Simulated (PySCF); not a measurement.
Species: C₅H₆N₂OSi.
Cartesian coordinates in Å at the GFN2-xTB level; atoms count from 1:
```
atom  x, y, z in Å
C1    -2.7095    0.0647   -0.8164
C2    -1.7133   -0.5518   -0.2119
C3    -0.3911    0.1028    0.1017
C4    -0.3893    0.4567    1.5140
N5    -0.3813    0.7076    2.6285
O6     0.6553   -0.7861   -0.1901
Si7    2.2613   -0.5715   -0.2269
C8     2.6571    0.8049   -1.4392
N9     2.8587    1.6576   -2.1772
H10   -3.6422   -0.4343   -1.0122
H11   -2.6375    1.0921   -1.1338
H12   -1.7807   -1.5820    0.1066
H13   -0.2748    1.0332   -0.4766
H14    2.8228   -0.1277    1.0469
H15    2.6601   -1.8581   -0.7652
```

Method used: TDDFT CAM-B3LYP/def2-SVPD, vertical, gas phase, core orbitals frozen in the response in PySCF 2.14.0, density-fitted response routines.

Kohn–Sham orbitals with the atoms that hold most of them (Löwdin shares over 4%, at most four atoms; ? is withheld):

| orbital | ε (eV) | atoms |
| --- | --- | --- |
| HOMO-3 | -11.69 | N9 33%, C8 27%, N5 9%, O6 8% |
| HOMO-2 | -11.25 | O6 38%, N5 13%, C4 10%, C3 8% |
| HOMO-1 | -11.13 | O6 23%, N5 15%, C4 11%, Si7 10% |
| HOMO | -10.04 | ? |
| LUMO | ? | ? |
| LUMO+1 | 0.26 | C1 24%, C2 22%, N5 7%, C4 6% |
| LUMO+2 | 0.59 | N9 29%, C8 28%, Si7 24%, H14 6% |

**Question.** Give the leading atoms of the HOMO.

**Answer.** C2 (bonded to 2 C and H) 38%; C1 (bonded to C and 2 H) 38%; C3 (bonded to 2 C, O and H) 4%; C4 (bonded to C and N) 4%.

**Question.** Give the leading atoms of the LUMO.

**Answer.** Si7 (bonded to C, O and 2 H) 25%; C8 (bonded to N and Si) 17%; N9 (bonded to C) 14%; O6 (bonded to C and Si) 7%.

**Question.** What is the LUMO energy, and the HOMO–LUMO gap?

**Answer.** ε(LUMO) = -0.38 eV; the gap is 9.66 eV (0.3550 hartree).

**Question.** How does S1 compare with the orbital gap of 9.66 eV?

**Answer.** S1 is at 6.91 eV (f = 0.0016), 2.75 eV below the gap, made of HOMO-3→LUMO (37%), HOMO-1→LUMO (28%). Its leading pair isn't HOMO and LUMO; the energies of that pair differ by 11.31 eV. 

Next come S2 at 7.19 eV (f 0.216), HOMO→LUMO (58%), HOMO→LUMO+1 (21%); S3 at 7.32 eV (f 0.0018), HOMO-2→LUMO (37%), HOMO-1→LUMO (15%), HOMO-1→LUMO+1 (9%); S4 at 7.38 eV (f 0.059), HOMO-2→LUMO (22%), HOMO-1→LUMO (16%), HOMO-3→LUMO (12%); S5 at 7.47 eV (f 0.012), HOMO-4→LUMO (24%), HOMO-3→LUMO+2 (16%), HOMO-5→LUMO (15%).

Löwdin shares depend on the basis, the more so with diffuse functions.

One conformer stands for the species.
